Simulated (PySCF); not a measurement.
**Electron correlation in B⁻ (boron, charge -1)**

[He] 2s2 2p2, high-spin 3P determinant. Computed with PySCF 2.14 in dyall-av3z, with the spin-free X2C one-electron Hamiltonian (Gaussian nucleus). Frozen: 1s2; 4 electrons correlated; the 13 highest virtual orbitals of each spin left out.

MP2 pair energies summed by pair of shells (mhartree):

| pair | energy | share (%) |
| --- | --- | --- |
| 2s-2p | -36.97 | 57.1 |
| 2s-2s | -20.25 | 31.3 |
| 2p-2p | -7.57 | 11.7 |

Total MP2 correlation energy: -64.79 mhartree.

Same-spin part -14.05 and opposite-spin part -50.74 mhartree; SCS-MP2 scales them by 1/3 and 6/5 to -65.57 mhartree.
